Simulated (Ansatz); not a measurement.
Two spin states of Br$_{2}$, each at its own minimum; 2S+1 = 1, 3 were tried, and the measured ground state has 1. No spin–orbit coupling. Br is treated without relativity.

Each state is the lowest solution found for its spin in def2 and cc sets. The singlet is a restricted closed-shell determinant, which can mix singlet states where a π or δ shell is part-filled.

Run with Ansatz (a first-principles code). 

### Question
What is the computed energy of the multiplicity-3 state above the multiplicity-1 state (wB97X-V/def2-TZVPP)?

### Answer
182 kJ/mol

### Question
Estimate the energy of the multiplicity-3 state above the multiplicity-1 state that PBE0/def2-TZVPP returns for this input.

### Answer
154 kJ/mol
